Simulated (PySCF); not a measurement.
# TDDFT excited states: C5H6N2S

Compound: C5H6N2S.
Bonds: C1–C2 (double), C2–C3, C3–C4, C4–C5 (aromatic), C5–N6 (aromatic), N6–S7 (aromatic), S7–N8 (aromatic), C4–N8 (aromatic). Hydrogens: H9, H10 on C1; H11 on C2; H12, H13 on C3; H14 on C5.

The calculation used TDDFT wB97X-D/def2-SVPD, vertical, gas phase, core orbitals frozen in the response in PySCF 2.14.0, density-fitted response routines. Isolated species at its GFN2-xTB geometry (one conformer only). Torsions of this conformer, `[CH2:1]=[CH:2][CH2:3][c:4]1[cH:5][n:6][s:7][n:8]1`: C1–C2–C3–C4 -119°, C2–C3–C4–C5 74°.

Predict the UV-vis stick spectrum at this level.

```csv
state,E (eV),λ (nm),ν̃ (cm⁻¹),f,"main configurations (H = HOMO, L = LUMO)"
S1,5.12,242.0,41320,0.0001,H-2→L (96%)
S2,5.51,225.2,44400,0.253,"H→L (86%), H-1→L (8%)"
S3,6.07,204.4,48930,0.0079,"H-4→L (56%), H-1→L (36%)"
S4,6.37,194.5,51410,0.0001,"H→L+2 (42%), H→L+1 (30%), H-1→L+2 (9%)"
S5,6.74,184.0,54340,0.024,"H-3→L (64%), H-1→L (11%), H-4→L (8%)"
S6,6.77,183.0,54640,0.035,"H-1→L (39%), H-4→L (25%), H-3→L (22%)"
S7,7.25,171.1,58460,0.013,"H-2→L+2 (47%), H-2→L+1 (28%)"
S8,7.28,170.3,58720,0.158,"H→L+1 (41%), H→L+2 (26%)"
```

Triplets (Tamm–Dancoff): T1 3.97 eV, H→L (81%), H-1→L (15%); T2 4.46 eV, H-2→L (94%); T3 4.60 eV, H-3→L (49%), H-1→L+1 (12%), H→L+1 (12%).

The lowest singlet comes at 242 nm (494 kJ/mol) in the ultraviolet; it is dark (f under 0.0005); its leading configuration is HOMO-2→LUMO (96%). The strongest level in the table is S2 at 5.51 eV (225 nm, f = 0.253). Löwdin shares by element: HOMO carbon 38% or more, sulfur 31% (atoms not listed hold the other 31%); LUMO nitrogen 44%, sulfur 23%, carbon 12% or more (atoms not listed hold the other 21%). Orbital energies (eV): HOMO-3 -10.90, HOMO-2 -10.35, HOMO-1 -9.95, HOMO -9.42, LUMO 0.18, LUMO+1 1.75, LUMO+2 1.85. The listed states span 2.16 eV, and the widest gap between neighbours is 0.56 eV (S2 to S3). Weighted by f, the mean energy of these states is 6.28 eV. Singlets were solved by full linear response, triplets in the Tamm–Dancoff approximation.

The run took 54 s on one thread, x86-64 server, no GPU, shared host.
